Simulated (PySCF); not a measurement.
## Fractional electron number in Ga⁺ (gallium, charge +1)

The 4s beta orbital of [Ar] 3d10 4s2 is emptied in steps (occupation f), with all orbitals relaxed, ending at [Ar] 3d10 4s1. All numbers are calculated (PySCF 2.14, the spin-free X2C one-electron Hamiltonian (Gaussian nucleus), in jorge-DZP-DKH). The exact energy is a straight line in f; departures are measured from the line between the end points of the same method.

| f | UHF (eV) | LDA (eV) | PBE (eV) | PBE0 (eV) | r2SCAN (eV) | LC-wPBE (eV) | BHandHLYP (eV) | B3LYP (eV) |
| --- | --- | --- | --- | --- | --- | --- | --- | --- |
| 1 | 0.000 | 0.000 | 0.000 | 0.000 | 0.000 | 0.000 | 0.000 | 0.000 |
| 0.9 | 0.023 | -0.408 | -0.404 | -0.293 | -0.354 | -0.042 | -0.203 | -0.329 |
| 0.7 | 0.052 | -0.953 | -0.946 | -0.686 | -0.822 | -0.097 | -0.478 | -0.771 |
| 0.5 | 0.060 | -1.136 | -1.131 | -0.818 | -0.970 | -0.117 | -0.576 | -0.923 |
| 0.3 | 0.049 | -0.954 | -0.951 | -0.686 | -0.813 | -0.104 | -0.491 | -0.781 |
| 0.1 | 0.020 | -0.408 | -0.405 | -0.291 | -0.347 | -0.047 | -0.215 | -0.338 |
| 0 | 0.000 | 0.000 | 0.000 | 0.000 | 0.000 | 0.000 | 0.000 | 0.000 |

| method | E(f=0) − E(f=1) (eV) | −ε at f=1 (eV) | −ε at f=0.5 (eV) |
| --- | --- | --- | --- |
| UHF | 18.656 | 18.919 | 18.646 |
| LDA | 20.912 | 16.386 | 20.911 |
| PBE | 20.537 | 16.059 | 20.520 |
| PBE0 | 20.247 | 16.994 | 20.243 |
| r2SCAN | 20.243 | 16.302 | 20.269 |
| LC-wPBE | 20.151 | 19.683 | 20.130 |
| BHandHLYP | 20.201 | 17.951 | 20.163 |
| B3LYP | 20.651 | 17.006 | 20.623 |

Orbital energy along the path (eV):

```csv
f,UHF,LDA,PBE,PBE0,r2SCAN,LC-wPBE,BHandHLYP,B3LYP
1,-18.919,-16.386,-16.059,-16.994,-16.302,-19.683,-17.951,-17.006
0.9,-18.859,-17.282,-16.938,-17.638,-17.100,-19.781,-18.386,-17.720
0.7,-18.747,-19.090,-18.716,-18.934,-18.711,-19.964,-19.266,-19.162
0.5,-18.646,-20.911,-20.520,-20.243,-20.269,-20.130,-20.163,-20.623
0.3,-18.555,-22.733,-22.351,-21.565,-21.799,-20.315,-21.092,-22.109
0.1,-18.473,-24.544,-24.177,-22.874,-23.345,-20.560,-22.088,-23.637
0,-18.435,-25.433,-24.906,-23.356,-24.027,-20.685,-22.582,-24.374
```

Reference removal energy between the ground levels: 20.515 eV (measured; NIST Atomic Spectra Database, ionization energies). UHF lacks correlation.
